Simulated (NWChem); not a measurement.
Program: NWChem. System: sulfuric acid (H2O4S), charge 0, spin multiplicity 1, at a geometry optimised with PBE/def2-SVP. Level: MP2/def2-TZVP, 9 core orbitals frozen.

Part of the output:

```
             Northwest Computational Chemistry Package (NWChem) 7.3.0
             --------------------------------------------------------

                                NWChem Input Module
                                -------------------

 Scaling coordinates for geometry "geometry" by  1.889725989
 (inverse scale =  0.529177249)

 Turning off AUTOSYM since
 SYMMETRY directive was detected!

                             Geometry "geometry" -> ""
                             -------------------------

 Output coordinates in angstroms (scale by  1.889725989 to convert to a.u.)

  No.       Tag          Charge          X              Y              Z
 ---- ---------------- ---------- -------------- -------------- --------------
    1 O                    8.0000    -0.30140400     1.23737500     0.87050400
    2 S                   16.0000     0.00000000     0.00000000    -0.17158100
    3 O                    8.0000     1.27118400     0.25250100    -0.84162900
    4 O                    8.0000    -1.27118400    -0.25250100    -0.84162900
    5 O                    8.0000     0.30140400    -1.23737500     0.87050400
    6 H                    1.0000     0.57212100     1.59532800     1.14164700
    7 H                    1.0000    -0.57212100    -1.59532800     1.14164700

 Effective nuclear repulsion energy (a.u.)     281.4230519771

            Nuclear Dipole moment (a.u.)
            ----------------------------
        X                 Y               Z
 ---------------- ---------------- ----------------
     0.0000000000     0.0000000000    -0.0000037795

      Symmetry information
      --------------------

 Group name             C2
 Group number              4
 Group order               2
 No. of unique centers     4

      Symmetry unique atoms

     1    2    3    6


 Summary of "ao basis" -> "" (spherical)
 ------------------------------------------------------------------------------
       Tag                 Description            Shells   Functions and Types
 ---------------- ------------------------------  ------  ---------------------
 *                         def2-tzvp                  on all atoms

 Summary of "ao basis" -> "ao basis" (spherical)
 ------------------------------------------------------------------------------
       Tag                 Description            Shells   Functions and Types
 ---------------- ------------------------------  ------  ---------------------
 O                         def2-tzvp                11       31   5s3p2d1f
[...]
    3 O    8     8.53   0.79  1.18  0.58  0.96  0.34  1.80  2.01  0.81  0.00  0.04  0.00
    4 O    8     8.53   0.79  1.18  0.58  0.96  0.34  1.80  2.01  0.81  0.00  0.04  0.00
    5 O    8     8.47   0.79  1.18  0.57  0.98  0.27  1.82  2.08  0.75  0.00  0.03  0.00
    6 H    1     0.62   0.23  0.32  0.02  0.04
    7 H    1     0.62   0.23  0.32  0.02  0.04

       Multipole analysis of the density wrt the origin
       ------------------------------------------------

     L   x y z        total         open         nuclear
     -   - - -        -----         ----         -------
     0   0 0 0     -0.000000      0.000000     50.000000

     1   1 0 0     -0.000000      0.000000      0.000000
     1   0 1 0      0.000000      0.000000      0.000000
     1   0 0 1      1.319277      0.000000     -0.000004

     2   2 0 0    -29.365497      0.000000     99.856582
     2   1 1 0      3.203070      0.000000      3.549097
     2   1 0 1     -0.000000      0.000000     -0.000000
     2   0 2 0    -22.660108      0.000000    109.302426
     2   0 1 1      0.000000      0.000000      0.000000
     2   0 0 2    -25.943863      0.000000     94.760412

                   NWChem MP2 Semi-direct Energy/Gradient Module
                   ---------------------------------------------

  Basis functions       =    173
  Molecular orbitals    =    173
  Frozen core           =      9
  Frozen virtuals       =      0
  Active alpha occupied =     16
  Active beta occupied  =     16
  Active alpha virtual  =    148
  Active beta virtual   =    148
  Use MO symmetry       = T
  Use skeleton AO sym   = T

  AO/Fock/Back tols     =   1.0D-09  1.0D-09  1.0D-09

 GA uses MA = F    GA memory limited = T

 Available:
  local mem=  1.26D+08
 global mem=  1.44D+08
 local disk=  0.00D+00
  mp2_memr nvloc                   148
  nvloc new                   148
   1 passes of  16:        5242880                     179407                 117936851.
   1 passes of  16: M    126148102           G      144119342           F     120905222.

 Semi-direct pass number   1 of   1  for RHF alpha+beta  at       17.9s
  vrange nnbf                 14642
  mp2_eaftype                   449  avail_ma_in_mb                  1099
 EAF : mp2_eaftype filesize         449   58968425.
  mp2_eaf for mointskh                    449
Node 0 wrote    277.4 Mb in      0.3 s     Agg I/O rate:   806.3 Mb/s
 Done moints_semi at       29.5s
  mp2_eaftype                   449  avail_ma_in_mb                   650
 EAF : mp2_eaftype filesize         449   58968425.
  mp2_eaf for kh                   449
 Done maket at       30.2s
 Done multipass loop at       30.2s

          -------------------------------------------
          SCF energy                -698.252483027368
          Correlation energy          -1.144127518466
          Singlet pairs               -0.685136199610
          Triplet pairs               -0.458991318856
          Total MP2 energy          -699.396610545834
          -------------------------------------------

          ---------------------------------------------------
                    Spin Component Scaled (SCS) MP2
          Same spin pairs                     -0.305994212571
          Same spin scaling factor             0.333333333333
          Opposite spin pairs                 -0.838133305896
          Opposite spin scaling fact.          1.200000000000
          SCS-MP2 correlation energy          -1.107758037932
          Total SCS-MP2 energy              -699.360241065299
          ---------------------------------------------------

 -----------------------
 Performance information
 -----------------------

 Timer overhead =  1.05D-07 seconds/call

               Nr. of calls         CPU time (s)                 Wall time (s)                GFlops
             ---------------    -------------------     ------------------------------   -------------------
Name         Min   Avg   Max    Min     Avg     Max     Min     Avg     Max   Mx/calls   Min     Max     Sum
mp2: moin     1     1     1    12.     12.     12.      12.     12.     12.     12.      0.0     0.0     0.0
mp2: make     1     1     1   0.68    0.68    0.68     0.68    0.68    0.68    0.68      0.0     0.0     0.0
mp2: tota     1     1     1    12.     12.     12.      12.     12.     12.     12.      0.0     0.0     0.0

 The average no. of pstat calls per process was 3.00D+00
 with a timing overhead of 3.15D-07s

 Task  times  cpu:       30.2s     wall:       30.2s

 Total times  cpu:       30.2s     wall:       30.2s
```

Write an NWChem input that would produce this output.

One answer among several that fit: 
```
start mol
memory heap 200 mb stack 900 mb global 1100 mb
geometry units angstroms nocenter noautoz
  O     -0.301404     1.237375     0.870504
  S      0.000000     0.000000    -0.171581
  O      1.271184     0.252501    -0.841629
  O     -1.271184    -0.252501    -0.841629
  O      0.301404    -1.237375     0.870504
  H      0.572121     1.595328     1.141647
  H     -0.572121    -1.595328     1.141647
  symmetry group C2
end
basis spherical
  * library def2-tzvp
end
scf
  rhf
  nopen 0
  maxiter 100
  thresh 1e-7
  semidirect memsize 60000000 filesize 0
end
mp2
  freeze core 9
end
task mp2 energy
```
